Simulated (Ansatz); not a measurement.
`[CH3][GaH]/[N]=C\[SiH3]` + `C[SeH]` → `[CH3][GaH][Se]C` + `N=C[SiH3]`  (ligand exchange at a Ga–N bond)

Program: Ansatz. Geometries: PBE0-D4/def2-TZVP. ΔE: electronic, gas phase. CCSD(T)/CBS is the MP2 limit (def2-TZVPP, def2-QZVPP) plus CCSD(T) − MP2 in def2-TZVPP, frozen cores. Functionals use def2-TZVPP. B3LYP here is the variant with VWN-RPA as its local correlation; programs differ in this. For Ga, Se outer-core shells are correlated without core-valence functions, which leaves a few kJ/mol of doubt a bond. Scalar relativity is left out up to krypton. One conformer a species, not always the lowest.

| level | ΔE (kJ/mol) | difference from CCSD(T)/CBS |
| --- | --- | --- |
| PBE-D4 | -76.3 | 5.9 |
| r2SCAN-D4 | -77.6 | 4.6 |
| PBE0-D4 | -82.5 | -0.3 |
| B3LYP-D4 | -75.6 | 6.6 |
| ωB97X-V | -79.7 | 2.5 |
| ωB97M-V | -81.1 | 1.1 |
| B2PLYP | -76.4 | 5.8 |
| PBE | -76.0 | 6.2 |
| r2SCAN | -77.8 | 4.4 |
| PBE0 | -82.3 | -0.1 |
| B3LYP | -75.1 | 7.1 |
| HF/def2-TZVPP | -86.3 | -4.1 |
| MP2/def2-TZVPP | -81.1 | 1.1 |
| SCS-MP2/def2-TZVPP | -79.3 | 2.9 |
| CCSD/def2-TZVPP | -80.8 | 1.4 |
| CCSD(T)/def2-TZVPP | -79.4 | 2.8 |
| HF/def2-QZVPP | -84.6 | -2.4 |
| MP2/def2-QZVPP | -82.2 | 0.0 |
| SCS-MP2/def2-QZVPP | -80.2 | 2.0 |
| HF/CBS(def2) | -84.4 | -2.2 |
| MP2/CBS(def2) | -84.0 | -1.8 |
| CCSD/CBS(def2) | -83.6 | -1.4 |
| CCSD(T)/CBS | -82.2 | 0 |

Largest T1 diagnostic among the species: 0.015.

In def2-TZVPP, CCSD(T) changes the Hartree–Fock value by +6.8 kJ/mol (the triples alone add +1.4 kJ/mol) and MP2 by +5.1 kJ/mol. From PBE to PBE0 (25 % exact exchange), in def2-TZVPP and without D4, ΔE moves by −6.3 kJ/mol.
